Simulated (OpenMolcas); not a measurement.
Rh5+ among 4 point charges of -1.5 e arranged as a square (D4h), 2 Å from the ion.
```
   2.0000    0.0000    0.0000  -1.50
   0.0000    2.0000    0.0000  -1.50
  -2.0000    0.0000    0.0000  -1.50
   0.0000   -2.0000    0.0000  -1.50
```

- Program: OpenMolcas
- Method: SS-CASPT2, IPEA 0.25 Eh, imaginary shift 0.1 Eh (closed shells correlated: 4s 4p)
- Basis: ANO-RCC-VDZP [6s5p3d1f]
- Scalar Hamiltonian: DKH2, point nucleus
- Active space: 4 electrons in 5 orbitals (4d)
- State averaging: 2S+1 = 5 even, 5 roots; 2S+1 = 3 even, 45 roots; 2S+1 = 1 even, 50 roots
- Spin-orbit coupling: RASSI with atomic mean-field integrals over the reference wave functions

**Question.** What is the spin-free ground state (labels of D4, the rotations of D4h)?

**Answer.** 5B1, 1-fold in its orbital part, 100 % from free-ion D terms; it has the highest spin that d4 allows.

**Question.** Where is the first state of the same spin?

**Answer.** 5B2 at 3880 cm-1 above the ground state.

**Question.** What are the lowest two levels with spin-orbit coupling?

**Answer.** A 1-fold level A1, then a 1-fold level A2 34 cm-1 above it. Their leading multiplicities are 5 (98 %) and 5 (98 %).

**Question.** What is χT at 300 K, and how does it compare with the textbook value?

**Answer.** The lowest level has 2S+1 = 5, for which the spin-only value is χT = S(S+1) / 2 = 3.000 cm3 K/mol (g = 2). The computed 1.443 at 300 K differs by -1.557, through orbital momentum, spin-orbit coupling and any other state in reach.

Point charges give a weaker field than real ligands, and real ions of this kind are as a rule low spin; the high spin found here belongs to the model. Free-ion shares, where given, are those of the reference states; single-state CASPT2 does not remix them. Point charges carry no covalency, so the field is a model and not that of real ligands. No measured value stands beside these numbers.
